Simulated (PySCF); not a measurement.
# UHF on Fe³⁺ (iron, charge +3)

Configuration: [Ar] 3d5, high-spin 6S determinant. Calculation: PySCF 2.14, in def2-SVP (5s3p2d1f, 31 functions); no relativity, point nucleus.

| Quantity | Value |
| --- | --- |
| Total energy | -1260.418808 hartree |
| One-electron energy | -1708.7531 hartree |
| Hartree (Coulomb) energy | 501.9713 hartree |
| Exchange energy | -53.6370 hartree |
| Kinetic energy | 1258.61020 hartree |
| ⟨S²⟩ | 8.7503 |
| ⟨L²⟩ | 0.000 |
| Sum of ⟨r⟩ | 13.66 bohr |
| Sum of ⟨r²⟩ | 13.05 bohr² |
| Density at the nucleus (Gaussians lack the cusp) | 11200 bohr⁻³ |
| Spin density at the nucleus | 0.125 bohr⁻³ |
| Langevin diamagnetic susceptibility | -10.3 ×10⁻⁶ cm³/mol |
| Time after the integrals | 0.04 s of wall time on 1 thread of Intel(R) Xeon(R) 6975P-C (shared host) |

| shell | electrons | mean orbital energy (eV) | rms radius, mean of both spins (bohr) |
| --- | --- | --- | --- |
| 1s α | 1 | -7152.3 | 0.0685 |
| 1s β | 1 | -7152.3 | 0.0685 |
| 2s α | 1 | -911.23 | 0.292 |
| 2s β | 1 | -906.62 | 0.292 |
| 2p α | 3 | -788.49 | 0.261 |
| 2p β | 3 | -783.95 | 0.261 |
| 3s α | 1 | -157.19 | 0.877 |
| 3s β | 1 | -144.62 | 0.877 |
| 3p α | 3 | -119.38 | 0.933 |
| 3p β | 3 | -104.18 | 0.933 |
| 3d α | 5 | -57.127 | 1.07 |
